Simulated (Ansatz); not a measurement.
# From B to Ga: the HOMO–LUMO gap

Gas-phase molecules, one atom swapped for its congeners: C4H11B `BCC(C)C`; C4H11Al `CC(C)[CH2][AlH2]`; C4H11Ga `CC(C)[CH2][GaH2]`. All are singlets with charge 0.

Shapes, held fixed at every level: PBE0-D4/def2-TZVP. Flexible molecules stand in one conformer, not always the lowest. Programs: Ansatz 0.2.0. Values in eV.

(1) How should the HOMO–LUMO gap change along the series?

## Answers

(1) At wB97X-V/def2-TZVPP the HOMO–LUMO gap falls at every step, from 12.07 to 10.38 eV. Every level shows the same order. Relativity is left out for Ga. Orbital gaps aren't excitation energies, and the LUMO depends on the basis.

```tsv
level	C4H11B	C4H11Al	C4H11Ga
SPW92/def2-TZVPP	4.84	4.10	3.97
B3LYP-D4/def2-TZVPP	7.02	5.84	5.67
BHLYP-D4/def2-TZVPP	9.80	8.17	7.99
PBE0-D4/def2-TZVPP	7.45	6.26	6.14
r2SCAN0-D4/def2-TZVPP	7.87	6.61	6.46
wB97M-V/def2-TZVPP	11.66	10.04	9.99
wB97X-V/def2-TZVPP	12.07	10.50	10.38
```
